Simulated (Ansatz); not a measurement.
Reaction (ligand exchange at the In–C bond): `N#[C][In]([Cl])[Cl]` + `CNC` → `C[N](C)[In]([Cl])[Cl]` + `C#N`

Calculated with Ansatz (gas phase, PBE0-D4/def2-TZVP geometries, no zero-point term in ΔE). CCSD(T)/CBS adds triple-zeta CCSD(T) − MP2 to the extrapolated MP2 energy (def2 sets, frozen cores). This one scheme is used for every species. DFT in def2-TZVPP. B3LYP here is the variant with VWN-RPA as its local correlation; programs differ in this. HSE06 is defined as in plane-wave codes. def2 core potentials past Kr. For In outer-core shells are correlated without core-valence functions, which leaves a few kJ/mol of doubt a bond. Each species was taken in one conformer, which may not be the lowest.

`N#[C][In]([Cl])[Cl]`:

Cartesian coordinates in Å:
```
N 1.832 -0.594 1.810
C 1.035 -0.333 1.020
In -0.415 0.135 -0.411
Cl -2.531 0.731 0.225
Cl 0.079 0.061 -2.644
```

`CNC`:

Z-matrix (Å, degrees):
```
C
N 1 1.445
H 1 1.094 2 109.4
H 1 1.092 2 110.0 3 117.9
H 1 1.104 2 114.0 3 -120.2
C 2 1.445 1 112.8 3 65.3
H 2 1.011 1 109.8 3 -171.9
H 6 1.104 2 114.0 1 54.9
H 6 1.094 2 109.4 1 -65.3
H 6 1.092 2 110.0 1 176.8
```

`C[N](C)[In]([Cl])[Cl]`:

Z-matrix (Å, degrees):
```
C
N 1 1.441
H 1 1.100 2 111.4
H 1 1.092 2 111.2 3 -120.1
H 1 1.100 2 111.3 3 119.8
C 2 1.441 1 114.2 3 -59.9
In 2 1.984 1 122.9 3 119.7
H 6 1.100 2 111.4 1 59.9
H 6 1.092 2 111.2 1 -180.0
H 6 1.100 2 111.3 1 -59.9
Cl 7 2.308 2 120.4 1 0.3
Cl 7 2.308 2 120.4 1 -179.9
```

`C#N`:

Cartesian coordinates in Å:
```
C -0.007 -0.013 0.021
N 0.297 0.563 -0.922
H -0.290 -0.550 0.901
```

```json
{"level": "PBE-D4", "ΔE (kJ/mol)": "9.9", "difference from CCSD(T)/CBS": "4.8"}
{"level": "PBE0-D4", "ΔE (kJ/mol)": "15.5", "difference from CCSD(T)/CBS": "10.4"}
{"level": "r2SCAN0-D4", "ΔE (kJ/mol)": "16.4", "difference from CCSD(T)/CBS": "11.3"}
{"level": "ωB97M-V", "ΔE (kJ/mol)": "17.2", "difference from CCSD(T)/CBS": "12.1"}
{"level": "B2PLYP", "ΔE (kJ/mol)": "14.5", "difference from CCSD(T)/CBS": "9.4"}
{"level": "PBE", "ΔE (kJ/mol)": "15.7", "difference from CCSD(T)/CBS": "10.6"}
{"level": "BLYP", "ΔE (kJ/mol)": "16.9", "difference from CCSD(T)/CBS": "11.8"}
{"level": "B3LYP", "ΔE (kJ/mol)": "19.7", "difference from CCSD(T)/CBS": "14.6"}
{"level": "HSE06", "ΔE (kJ/mol)": "20.8", "difference from CCSD(T)/CBS": "15.7"}
{"level": "BHLYP", "ΔE (kJ/mol)": "24.7", "difference from CCSD(T)/CBS": "19.6"}
{"level": "CCSD/def2-SVP", "ΔE (kJ/mol)": "14.2", "difference from CCSD(T)/CBS": "9.1"}
{"level": "CCSD(T)/def2-SVP", "ΔE (kJ/mol)": "11.9", "difference from CCSD(T)/CBS": "6.8"}
{"level": "HF/def2-TZVPP", "ΔE (kJ/mol)": "37.1", "difference from CCSD(T)/CBS": "32.0"}
{"level": "CCSD/def2-TZVPP", "ΔE (kJ/mol)": "16.4", "difference from CCSD(T)/CBS": "11.3"}
{"level": "HF/def2-QZVPP", "ΔE (kJ/mol)": "36.5", "difference from CCSD(T)/CBS": "31.4"}
{"level": "MP2/def2-QZVPP", "ΔE (kJ/mol)": "2.5", "difference from CCSD(T)/CBS": "-2.6"}
{"level": "CCSD(T)/CBS", "ΔE (kJ/mol)": "5.1", "difference from CCSD(T)/CBS": "0"}
```

Largest T1 diagnostic among the species: 0.014.

Leaving LDA and LC-ωPBE aside and taking each functional with its dispersion term where it has one, the values, not all of them listed here, spread over 11.5 kJ/mol, from BLYP-D4 to ωB97M-V. LDA lies −13.8 kJ/mol from PBE without D4. From BLYP to BHLYP (50 % exact exchange), in def2-TZVPP and without D4, ΔE moves by +7.8 kJ/mol. The D4 term adds −9.2 kJ/mol with B3LYP and −5.4 kJ/mol with PBE0; it sums over pairs of atoms, weighted by their polarisabilities, and B3LYP, whose exchange is more repulsive, gets the larger term.
